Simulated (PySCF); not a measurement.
r2SCAN on Fe (iron, neutral), [Ar] 3d6 4s2, high-spin 5D determinant. Computed with PySCF 2.14 in x2c-TZVPall (6s5p4d1f, 48 functions), with scalar relativity by spin-free X2C-1e.

```
cycle= 2 E= -1272.55549646236  delta_E= 0.0107  |g|= 0.24  |ddm|= 0.385
cycle= 3 E= -1272.56989572411  delta_E= -0.0144  |g|= 0.0158  |ddm|= 0.435
cycle= 4 E= -1272.57110703948  delta_E= -0.00121  |g|= 0.0474  |ddm|= 0.144
cycle= 5 E= -1272.57107544399  delta_E= 3.16e-05  |g|= 0.0473  |ddm|= 0.00272
cycle= 6 E= -1272.57291712891  delta_E= -0.00184  |g|= 0.0412  |ddm|= 0.194
cycle= 7 E= -1272.57328238136  delta_E= -0.000365  |g|= 0.0219  |ddm|= 0.0216
cycle= 8 E= -1272.57355922083  delta_E= -0.000277  |g|= 0.00559  |ddm|= 0.0523
cycle= 9 E= -1272.57354964775  delta_E= 9.57e-06  |g|= 0.0141  |ddm|= 0.0428
cycle= 10 E= -1272.57360381191  delta_E= -5.42e-05  |g|= 0.00228  |ddm|= 0.0133
cycle= 11 E= -1272.57360546545  delta_E= -1.65e-06  |g|= 0.00036  |ddm|= 0.00268
cycle= 12 E= -1272.57360550448  delta_E= -3.9e-08  |g|= 0.000127  |ddm|= 0.000404
cycle= 13 E= -1272.5736055092  delta_E= -4.72e-09  |g|= 1.39e-05  |ddm|= 0.00015
cycle= 14 E= -1272.57360550926  delta_E= -5.37e-11  |g|= 2.83e-07  |ddm|= 1.39e-05
converged SCF energy = -1272.57360550926  <S^2> = 6.0202132  2S+1 = 5.0080788
```

Highest occupied orbital energy: -4.538 eV; ⟨L²⟩ = 7.89; populations by l: s 7.69, p 12.00, d 6.31, f 0.00.

(1) Can this result be used?

Answers

(1) Not for this state. The calculation finished and met its thresholds. ⟨L²⟩ = 7.89 against 6 for a pure D term, so this real determinant mixes terms. The s, p, d and f populations moved away from the nominal configuration during the SCF.
